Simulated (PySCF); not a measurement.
Isomers of C4H8F2O2Si. Theory: TDDFT CAM-B3LYP/def2-SVPD, vertical, gas phase, core orbitals frozen in the response (PySCF 2.14.0, density-fitted response routines). Geometries: PBE0-D3(BJ)/def2-SVP; one conformer of each isolated species. Triplets are in the Tamm–Dancoff approximation.

Question: Rank by computed lowest singlet excitation energy, highest first.
A. `O=C(O[SiH3])C(CF)CF`
B. `FC(F)C1CO[SiH2]OC1`
C. `FC(F)[C@H]1CCO[SiH2]O1`
D. `FC[C@@H]1O[SiH2]O[C@H]1CF`

Answer: B (7.51 eV), C (7.29 eV), D (7.16 eV), A (5.87 eV).

```csv
SMILES,S1 (eV),gap (eV),α (au),first f ≥ 0.01 (nm),T1 (eV),HOMO (eV),S1 mainly
FC(F)C1CO[SiH2]OC1,7.51,10.81,76.8,160,7.12,-9.73,H→L+1 (79%)
FC(F)[C@H]1CCO[SiH2]O1,7.29,10.50,76.3,150,6.90,-9.43,H→L+1 (90%)
FC[C@@H]1O[SiH2]O[C@H]1CF,7.16,10.75,76.5,146,6.75,-9.81,H-1→L (44%)
O=C(O[SiH3])C(CF)CF,5.87,10.70,81.1,158,5.36,-10.14,H→L (66%)
```

H and L stand for HOMO and LUMO.

- `FC(F)C1CO[SiH2]OC1`: Löwdin shares by element: HOMO oxygen 45%, silicon 13%, hydrogen 12% or more (atoms not listed hold the other 30%); LUMO carbon 21% or more, silicon 16%, hydrogen 8% or more (atoms not listed hold the other 54%).
- `FC(F)[C@H]1CCO[SiH2]O1`: Löwdin shares by element: HOMO oxygen 39%, silicon 14%, hydrogen 12% or more (atoms not listed hold the other 35%); LUMO carbon 19% or more, silicon 14%, hydrogen 9% or more (atoms not listed hold the other 58%).
- `FC[C@@H]1O[SiH2]O[C@H]1CF`: Löwdin shares by element: HOMO oxygen 44% or more, carbon 20% or more, silicon 9% (atoms not listed hold the other 26%); LUMO silicon 34%, oxygen 27%, hydrogen 12% or more (atoms not listed hold the other 27%).
- `O=C(O[SiH3])C(CF)CF`: Löwdin shares by element: HOMO oxygen 72%, carbon 16% or more; LUMO oxygen 30%, carbon 26% or more, silicon 9% (atoms not listed hold the other 36%).

Without π bonds the low states are Rydberg-like; a valence basis with one diffuse set may place them up to an eV too high.
